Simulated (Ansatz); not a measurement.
Frontier orbitals of `I[SiH]1CO1`.

Cartesian coordinates in Å:
```
I -1.173 -0.537 2.521
Si 0.330 -0.303 0.651
C -0.159 0.510 -0.877
O -0.116 -0.972 -0.789
H 1.724 -0.501 1.090
H -1.168 0.894 -1.008
H 0.562 0.910 -1.587
```

The species carries charge 0 and has multiplicity 1. Correlated methods include outer-core shells of I, which these sets cover unevenly. I: def2 effective core potential. The geometry is a stationary point of PBE0-D4/def2-TZVP. Basis def2-TZVPP, Ansatz.

```csv
functional,HOMO (eV),LUMO (eV),gap (eV)
LDA (SPW92),-6.56,-1.85,4.71
PBE,-6.40,-1.64,4.76
B97M-V,-6.68,-1.38,5.30
PBE0,-7.60,-0.79,6.81
B3LYP,-7.38,-1.03,6.35
CAM-B3LYP,-8.90,0.22,9.12
ωB97M-V,-9.75,1.03,10.78
HF,-10.31,2.43,12.74
```

From PBE to PBE0 the HOMO moves by −1.20 eV and the LUMO by +0.84 eV, and with ωB97M-V by −3.35 and +2.67 eV, so the gap grows from 4.76 to 10.78 eV with exact exchange. A positive LUMO is unbound and depends on the basis.

B3LYP here is the variant with VWN-RPA as its local correlation; programs differ in this.
